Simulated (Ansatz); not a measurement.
System: C$_{4}$H$_{2}$ClO, net charge 0, doublet state. It need not be the lowest isomer of its formula. 
Coordinates optimised at B3LYP-D3(BJ)/def2-TZVP (Ansatz, a first-principles code):
```
C
C 1 1.3600
O 1 1.3626 2 110.28
C 3 1.3735 1 107.70 2 0.00
C 4 1.3441 3 107.96 1 0.00
H 4 1.0736 5 135.27 2 180.00
H 1 1.0749 2 132.74 5 180.00
Cl 2 1.7152 1 127.23 7 0.00
```
Charge 0, spin multiplicity 2.

Total electronic energies in hartree. Valence correlation only, unless marked. Open shells are spin-unrestricted. No spin-orbit coupling. Non-relativistic. CBS(X,Y): correlation extrapolated as X^-3; Hartree-Fock from the larger set.

The UHF reference is spin-contaminated (<S^2> 0.36 over the pure value in the largest basis). 

```
level                                        program  energy (Eh)
------------------------------------  --------------  -----------
HF/6-31G                                      Ansatz   -686.73752
HF/6-31G*                                     Ansatz   -686.86434
HF/cc-pV(Q+d)Z                                Ansatz   -687.00014
revPBE-D4/def2-TZVPD                  Ansatz + dftd4   -688.90703
r2SCAN-D3(BJ)/def2-TZVPD              Ansatz + dftd3   -688.87470
B97M-V/def2-TZVPD                             Ansatz   -688.88641
HSE06-D4/def2-TZVPD                   Ansatz + dftd4   -688.59788
CAM-B3LYP-D3(BJ)/def2-TZVPD           Ansatz + dftd3   -688.93135
LC-wPBE-D3(BJ)/def2-TZVPD             Ansatz + dftd3   -688.74191
B2GP-PLYP-D4/def2-TZVPD               Ansatz + dftd4   -688.61886
B2PLYP-D4/def2-TZVPD                  Ansatz + dftd4   -688.71473
RPA@PBE/cc-pV(Q+d)Z                           Ansatz   -688.65746
SCS-MP2/cc-pV(T+d)Z                           Ansatz   -687.93675
CCSD/CBS(cc-pV(T+d)Z,cc-pV(Q+d)Z)             Ansatz    -688.1415
CCSD(T)/CBS(cc-pV(T+d)Z,cc-pV(Q+d)Z)          Ansatz    -688.2048
```

Totals of different functionals don't rank their quality; only differences between species are comparable.
